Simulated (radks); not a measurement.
Values are calculated unless marked as measured or tabulated.
Spherical quantum dot in the effective-mass picture: electrons in a well V = -V0 / (1 + exp((r - R)/a)) with V0 = 5.71, R = 4.6, a = 0.46, with a point charge +1 (a donor) at the centre, all in effective atomic units (hartree* = m*/eps^2 hartree, bohr* = eps/m* bohr), one dielectric constant everywhere. Level of theory: non-relativistic Kohn-Sham, PBE, spin-polarised, spherical densities (a radial shooting solver with Libxc functionals). Levels are named by radial order and angular momentum (1s, 1p, 1d, 2s, ...), and open shells are averaged over m.

N = 16, configuration 1s2 1p6 1d(up 5, down 3). This is the lowest configuration that the search found. Occupied levels:

level    occupation  eigenvalue (hartree*)  <r> (bohr*)
1s up             1                -1.1276        2.431
1s down           1                -1.1141        2.369
1p up             3               -0.91634        2.995
1p down           3               -0.89338        2.984
1d up             5               -0.66338        3.200
1d down           3               -0.63841        3.197

Energy (hartree*): total -49.6074, kinetic 7.8605, external -90.468, Hartree 38.279, exchange-correlation -5.2786.

Electron density:

r (bohr*)  n(r) (e/bohr*^3)
0.125                0.1314
0.438               0.07466
0.752               0.04931
1.06                0.04022
1.38                0.04036
1.69                0.04657
2.00                0.05663
2.32                0.06774
2.63                0.07571
2.95                0.07593
3.26                0.06558
3.57                0.04654
3.89                0.02597
4.20                0.01117
4.51               0.003731
4.83               0.001004
5.14              0.0002274
5.45             0.00004673
5.77              9.081e-06
6.08              1.761e-06
